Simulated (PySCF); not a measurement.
**`C#CC1=C(F)CCC=C1`, C8H7F**

Molfile (atoms numbered from 1):
```
C8H7F
     RDKit          3D

 16 16  0  0  0  0  0  0  0  0999 V2000
    3.5262   -0.3711    0.3676 C   0  0  0  0  0  0  0  0  0  0  0  0
    2.3466   -0.2562    0.1778 C   0  0  0  0  0  0  0  0  0  0  0  0
    0.9608   -0.0973   -0.0501 C   0  0  0  0  0  0  0  0  0  0  0  0
    0.1078   -1.1291   -0.1377 C   0  0  0  0  0  0  0  0  0  0  0  0
    0.5290   -2.4082   -0.0321 F   0  0  0  0  0  0  0  0  0  0  0  0
   -1.3472   -0.9616   -0.4359 C   0  0  0  0  0  0  0  0  0  0  0  0
   -1.8582    0.3642    0.1290 C   0  0  0  0  0  0  0  0  0  0  0  0
   -0.8864    1.4780   -0.1337 C   0  0  0  0  0  0  0  0  0  0  0  0
    0.4219    1.2532   -0.2006 C   0  0  0  0  0  0  0  0  0  0  0  0
    4.5561   -0.4787    0.5333 H   0  0  0  0  0  0  0  0  0  0  0  0
   -1.4850   -0.9842   -1.5244 H   0  0  0  0  0  0  0  0  0  0  0  0
   -1.9033   -1.8029   -0.0187 H   0  0  0  0  0  0  0  0  0  0  0  0
   -2.8326    0.5980   -0.3014 H   0  0  0  0  0  0  0  0  0  0  0  0
   -1.9930    0.2782    1.2141 H   0  0  0  0  0  0  0  0  0  0  0  0
   -1.2858    2.4777   -0.2107 H   0  0  0  0  0  0  0  0  0  0  0  0
    1.1357    2.0491   -0.3464 H   0  0  0  0  0  0  0  0  0  0  0  0
  1  2  3  0
  2  3  1  0
  3  4  2  0
  4  5  1  0
  4  6  1  0
  6  7  1  0
  7  8  1  0
  8  9  2  0
  9  3  1  0
  1 10  1  0
  6 11  1  0
  6 12  1  0
  7 13  1  0
  7 14  1  0
  8 15  1  0
  9 16  1  0
M  END
```

Computed with quadratic response wB97X-D/def2-SVPD first hyperpolarisability, Taylor convention, gas phase (PySCF). Geometry: GFN2-xTB.

Task: Give the tensor of the static β(0;0,0) in the axes of these coordinates.

Result: In au, Taylor convention; rows are the first index (the induced dipole):
|  | xx | yy | zz | xy | xz | yz |
| --- | --- | --- | --- | --- | --- | --- |
| x | -105.0 | +29.3 | +4.0 | -25.6 | -2.6 | -1.1 |
| y | -25.6 | -104.6 | -21.2 | +29.3 | -1.1 | +9.2 |
| z | -2.6 | +9.2 | +7.4 | -1.1 | +4.0 | -21.2 |

Norm of βᵢ = ⅓ Σⱼ (βᵢⱼⱼ + βⱼᵢⱼ + βⱼⱼᵢ): 168.2 au, hyper-Rayleigh value 69.6 au.
